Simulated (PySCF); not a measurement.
Spinor energies of Ba³⁸⁺ (barium, charge +38)

Start: [Ar]. Calculated with PySCF 2.14 in an even-tempered Gaussian basis (18 s from 2.6 bohr⁻², ratio 2.6; 14 p from 3.4 bohr⁻², ratio 2.6; 6 d from 3.5 bohr⁻², ratio 2.8; 3 f from 60 bohr⁻², ratio 2.8): generalised Hartree-Fock with the X2C-1e Hamiltonian and a Gaussian nucleus; spin-orbit coupling (SO) screened by Boettger's factors.

```tsv
spinor shell	electrons	ε, screened SO (eV)	weight of nominal j (screened SO)	rms radius, screened SO (bohr)
1s1/2	2	-39756.0	1.000	0.0292
2s1/2	2	-8121.3	1.000	0.117
2p1/2	2	-7774.3	1.000	0.101
2p3/2	4	-7382.3	1.000	0.106
3s1/2	2	-3052.6	1.000	0.286
3p1/2	2	-2911.2	1.000	0.275
3p3/2	4	-2816.7	1.000	0.284
```

```tsv
quantity	screened SO
E (hartree)	-6960.77847
M_J	0
⟨J²⟩	0.000
⟨L²⟩	0.016
⟨S²⟩	0.016
```

Breit and QED terms are absent; they matter most for the inner s and p1/2 levels.

Densities and radii are taken from the X2C orbitals without a picture-change correction, which distorts them close to the nucleus.
